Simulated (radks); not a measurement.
Values are calculated unless marked as measured or tabulated.
Q: Ionisation of neutral oxygen, [He] 2s2 2p4, to [He] 2s2 2p3 as the strength of local exchange is varied. Level of theory: Dirac Kohn-Sham, Slater X-alpha exchange (alpha = 2/3 is LDA exchange), no correlation, spin-unpolarised, spherical densities, finite nucleus; open shells fill j = l - 1/2 first; Fermi nuclear charge, rms radius 2.6991 fm (a radial shooting solver on a logarithmic mesh with Libxc functionals).

alpha  E(O) (hartree)  exchange (hartree)  IE (eV)  -e of the level emptied (eV)  <r> of it (bohr)
0.594       -73.20047            -6.35754   14.000                 6.921 (2p3/2)             1.313
0.667       -73.98544            -7.20555   15.132                 7.858 (2p3/2)             1.282
0.724       -74.60343            -7.87765   16.045                 8.624 (2p3/2)             1.259
0.75        -74.88679            -8.18712   16.469                 8.983 (2p3/2)             1.249
0.851       -75.99625            -9.40640   18.167                10.433 (2p3/2)             1.212
0.95        -77.09717           -10.62791   19.906                11.939 (2p3/2)             1.178
1.009       -77.75956           -11.36826   20.977                12.876 (2p3/2)             1.160
x           -74.45123            -7.71177   15.818                 8.433 (2p3/2)             1.265

Which alpha was used in the last row?

A: alpha = 0.71. NIST Atomic Spectra Database: 13.618 eV (measured). The central value is not met in this range of alpha. Spin polarisation and multiplet splitting are left out, so open shells lie too high by an amount that depends on their filling.

Beside tabulated values, note that spin-unpolarised runs miss the spin-polarisation part of the exchange energy of open shells.
